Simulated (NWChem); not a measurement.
HSeOCl; SMILES O[Se]Cl

```xyz
4

Se     0.3917     0.4790    -0.0037
Cl    -0.1690    -1.6382     0.0051
O     -1.1952     1.2787     0.0835
H     -1.5466     1.3317    -0.8169
```
Atoms are numbered in this order, from 1.

Level: PBE0/def2-SVP (NWChem), optimised geometry, unscaled harmonic frequencies. This build's default masses of Se (78.918 u) and Br (79.917 u) are each other's, which moves their modes by up to 0.6 %.

**Question.** List the harmonic frequencies with IR intensities, and the thermochemistry.

**Answer.** 
```json
[
 {"frequency (cm⁻¹)": "211", "IR intensity (km/mol)": "1.8"},
 {"frequency (cm⁻¹)": "402", "IR intensity (km/mol)": "22.9"},
 {"frequency (cm⁻¹)": "492", "IR intensity (km/mol)": "132.8"},
 {"frequency (cm⁻¹)": "700", "IR intensity (km/mol)": "63.1"},
 {"frequency (cm⁻¹)": "1115", "IR intensity (km/mol)": "51.2"},
 {"frequency (cm⁻¹)": "3828", "IR intensity (km/mol)": "116.1"}
]
```

```json
{
 "zero_point_energy": "9.6 kcal/mol",
 "thermal correction to the enthalpy at 298.15 K (with zero-point energy)": "12.8 kcal/mol",
 "heat capacity Cv": "11.6 cal/(mol K)",
 "entropy at 298.15 K and 1 atm (symmetry number 1)": "69.8 cal/(mol K)",
 "dipole_moment": "1.98 D"
}
```

Rigid rotor and harmonic oscillator.
